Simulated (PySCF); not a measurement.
# Variants of one PySCF input: KBe

Base input, run as `OMP_NUM_THREADS=1 python input.py` with PySCF 2.14:

```python
from pyscf import gto, dft

mol = gto.M(
    atom='K 0 0 0; Be 0 0 3.341',
    basis='def2-tzvp',
    charge=0,
    spin=1,
    verbose=3,
)
mf = dft.UKS(mol, xc='m06')
mf = mf.density_fit(auxbasis='def2-universal-jkfit')
mf.kernel()
mf.dip_moment()
print('orbital energies (hartree):', [e[max(0, n-3):n+3].round(4) for e, n in zip(mf.mo_energy, mol.nelec)])
```

Base result: E(SCF) = -614.550170 Eh, ⟨S²⟩ = 0.757, μz(SCF) = -3.50 D. The bond length is a typed value, not an optimised one. No search for the lowest solution was made.

Run time: 2.7 s on 1 thread of Intel Xeon Gold 6455B (shared host), peak memory 0.2 GiB.

Each row names what differs from the base; energies in brackets are changes from the base.

| change | result | wall time (s) |
| --- | --- | --- |
| charge: 0 → 1; spin (2S): 1 → 0 [another spin of the ion may lie lower] | E(SCF) = -614.401796 Eh (+4.0375 eV) | 2.3 |
| charge: 0 → 2 [another spin of the ion may lie lower] | E(SCF) = -613.912591 Eh (+17.3494 eV), ⟨S²⟩ = 0.750 | 2.5 |
| basis set: def2-tzvp → x2c-tzvpall; spin-free X2C: off → on | E(SCF) = -616.864854 Eh, ⟨S²⟩ = 0.757, μz(SCF) = -3.43 D | 3.5 |
| integration grid: default → (20, 50) [unsound on purpose] | E(SCF) = -614.392811 Eh (+4.2820 eV), ⟨S²⟩ = 0.765, μz(SCF) = -3.95 D | 0.79 |
| functional: m06 → 0.5*hf+0.5*b88,lyp | E(SCF) = -614.587844 Eh, ⟨S²⟩ = 0.774, μz(SCF) = -2.98 D | 1.8 |
| basis set: def2-tzvp → 6-31+g* | E(SCF) = -614.514172 Eh (+0.9795 eV), ⟨S²⟩ = 0.756, μz(SCF) = -3.34 D | 2.2 |
| density fitting: def2-universal-jkfit → cc-pvdz-jkfit | stops with BasisNotFoundError (Basis set not found for K in cc-pvdz-jkfit) | 0.84 |
| electric field along z (a.u.): none → 0.001 | E(SCF) = -614.549043 Eh (+0.0307 eV), ⟨S²⟩ = 0.757, μz(SCF) = -2.20 D | 2.7 |
| PCM solvent, dielectric constant: none → 32.6 [may be another electronic state] | E(SCF) = -614.560603 Eh (-0.2839 eV), ⟨S²⟩ = 0.752, μz(SCF) = -12.83 D | 7.4 |
| PCM solvent, dielectric constant: none → 4.71 [may be another electronic state] | E(SCF) = -614.556403 Eh (-0.1696 eV), ⟨S²⟩ = 0.752, μz(SCF) = -11.65 D | 9.5 |
| step after the SCF: none → mp2; SCF type: UKS → UHF; functional: m06 → none (Hartree–Fock); frozen orbitals: default → 5 | E(SCF) = -613.724174 Eh, E(MP2) − E(SCF) = -0.21139 Eh, ⟨S²⟩ = 0.928, μz(SCF) = -0.59 D | 0.64 |
| integration grid: default → (99, 590) | E(SCF) = -614.550176 Eh (-0.0002 eV), ⟨S²⟩ = 0.757, μz(SCF) = -3.50 D | 4.2 |
| PCM solvent, dielectric constant: none → 2.27 | not converged: SCF | 14 |
| basis set: def2-tzvp → 6-311g** | E(SCF) = -614.548174 Eh (+0.0543 eV), ⟨S²⟩ = 0.758, μz(SCF) = -3.41 D | 3 |
| density fitting: def2-universal-jkfit → none | E(SCF) = -614.550144 Eh (+0.0007 eV), ⟨S²⟩ = 0.757, μz(SCF) = -3.50 D | 2.8 |
| spin-free X2C: off → on [basis contracted without relativity] | E(SCF) = -616.546522 Eh, ⟨S²⟩ = 0.757, μz(SCF) = -3.47 D | 2.6 |
| spin (2S): 1 → 3 [a high spin state] | E(SCF) = -614.458810 Eh (+2.4860 eV), ⟨S²⟩ = 3.750, μz(SCF) = -6.05 D | 3.4 |
| DIIS space: default → 4 | E(SCF) = -614.550170 Eh (+0.0000 eV), ⟨S²⟩ = 0.757, μz(SCF) = -3.50 D | 2.7 |
| step after the SCF: none → stability | E(SCF) = -614.550170 Eh (+0.0000 eV), ⟨S²⟩ = 0.757, μz(SCF) = -3.50 D, internal stable; real -> complex stable | 28 |

Task: Order these changes by how far they move the SCF energy from the base, largest first: (1) PCM solvent, dielectric constant: none → 32.6; (2) PCM solvent, dielectric constant: none → 4.71; (3) density fitting: def2-universal-jkfit → none; (4) electric field along z (a.u.): none → 0.001.

Result: (1) -0.2839 eV, (2) -0.1696 eV, (4) +0.0307 eV, (3) +0.0007 eV.
